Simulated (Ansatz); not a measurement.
Abridged output of a molecular run in Ansatz:

```
Functional definition: HF
1213 factors; integrals over basis functions are off by at most 1.4e-3 eV
mean field evaluation 1: about -26513.1227 eV, gradient 7.8e1 eV
mean field evaluation 2: about -26513.3613 eV, gradient 7.8e1 eV
mean field evaluation 4: about -26524.3658 eV, gradient 6.3e0 eV
mean field evaluation 8: about -26524.4934 eV, gradient 7.6e-1 eV
mean field evaluation 16: about -26524.4957 eV, gradient 2.0e-6 eV
mean field -26524.49573445 eV, -974.7572392922 hartree, gradient 2.0e-6 eV, S^2 0.000000; 0 other end points of the search recorded, 0 dependent functions left out
10 core orbitals not correlated: weight in the atoms' cores, before any rotation towards them, 1.000 or more for the frozen orbitals, at most 0.000 for the correlated occupied ones
reference -26524.49573445 eV, -974.7572392922 hartree; 28, 28 occupied and 92, 92 virtual orbitals, 1213 factors
second order -39.74603257 eV of doubles, -0.00000000 eV of singles
cycle   1  -37.30472218 eV  change     2.4e0 eV  update   2.7e-1
cycle   2  -38.78044711 eV  change    -1.5e0 eV  update   1.6e-1
cycle   3  -39.08630430 eV  change   -3.1e-1 eV  update   4.2e-2
cycle   4  -39.07719464 eV  change    9.1e-3 eV  update   1.4e-2
cycle   5  -39.05767659 eV  change    2.0e-2 eV  update   4.5e-3
cycle   6  -39.05565143 eV  change    2.0e-3 eV  update   1.7e-3
cycle   7  -39.05662799 eV  change   -9.8e-4 eV  update   9.7e-4
cycle   8  -39.05616223 eV  change    4.7e-4 eV  update   3.9e-4
cycle   9  -39.05609518 eV  change    6.7e-5 eV  update   2.0e-4
cycle  10  -39.05640282 eV  change   -3.1e-4 eV  update   9.5e-5
cycle  11  -39.05628680 eV  change    1.2e-4 eV  update   4.1e-5
cycle  12  -39.05623601 eV  change    5.1e-5 eV  update   1.7e-5
perturbative correction -1.38451663 eV, -0.0508800478 hartree
Total energy: -26564.93648709 eV, -976.2434095399 hartree
```

Its atoms:

```xyz
9

O     0.244    1.458    1.085
W    -0.160   -0.093    0.159
O    -0.232   -1.451   -1.097
F    -1.566    0.774   -0.690
F     1.196   -0.989    1.058
F     1.086    0.632   -1.079
Cl   -1.649   -0.959    1.639
H     0.844    2.173    0.857
H     0.236   -1.544   -1.931
```

(1) Which basis set was used?
A. def2-TZVPP
B. cc-pV(T+d)Z
C. cc-pV(Q+d)Z
D. def2-SVP

(2) Write the keys of the input that set method, charge and spin (a neutral closed shell needs none for the last two).

Results:

(1) D. It gives 130 functions.

(2) 
```yaml
correlation: {method: ccsd_t}
```
